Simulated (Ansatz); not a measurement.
Ansatz (a quantum-chemistry and plane-wave program) input (CCSD(T)/def2-TZVPPD):
A basis named .json is the Basis Set Exchange file of that set.

Ansatz 0.2 input:
```yaml
crystal:
  periodic: [false, false, false]
  atoms:
    - {symbol: Tl, position_ang: [-0.00000000, -0.00000000, -0.45908937]}
    - {symbol: Cl, position_ang: [0.00000000, 0.00000000, 2.18742580]}
basis:
  gaussian:
    orbitals: def2-TZVPPD.json
total_charge: 1
magnetization: {spin_polarized: true, initial_magnetization: 1}
correlation: {method: ccsd_t, electrons: outside_noble_gas}
```

End of the output:

```
mean field evaluation 416: about -17157.0022 eV, gradient 1.9e0 eV
mean field evaluation 448: about -17157.0436 eV, gradient 6.8e-3 eV
mean field evaluation 480: about -17156.9893 eV, gradient 6.6e-2 eV
mean field -17164.77178457 eV, -630.7937283826 hartree, gradient 2.7e-6 eV, S^2 0.790807; 8 other end points of the search recorded, 0 dependent functions left out
determinant -17164.77178457 eV, -630.7937283826 hartree, with singles and doubles -17170.83043893 eV, -631.0163798236 hartree
determinant -17164.71718014 eV, -630.7917217069 hartree, with singles and doubles -17170.63130634 eV, -631.0090618362 hartree
determinant -17164.77178457 eV, -630.7937283826 hartree, with singles and doubles -17170.78970326 eV, -631.0148828154 hartree
determinant -17164.71718014 eV, -630.7917217069 hartree, with singles and doubles -17170.58010188 eV, -631.0071801069 hartree
14 core orbitals not correlated, not the lowest: weight in the atoms' cores, before any rotation towards them, 0.941 or more for the frozen orbitals, at most 0.057 for the correlated occupied ones
reference -17164.77178457 eV, -630.7937283826 hartree; 5, 4 occupied and 88, 89 virtual orbitals, 808 factors
second order -5.20408160 eV of doubles, -0.00000000 eV of singles
coupled cluster: 0.48 GiB planned
cycle   1  -6.01791970 eV  change   -1.0e-6 eV  update   2.0e-6
perturbative correction -0.21855404 eV, -0.0080317130 hartree
Total energy: -17171.00825831 eV, -631.0229145654 hartree
```
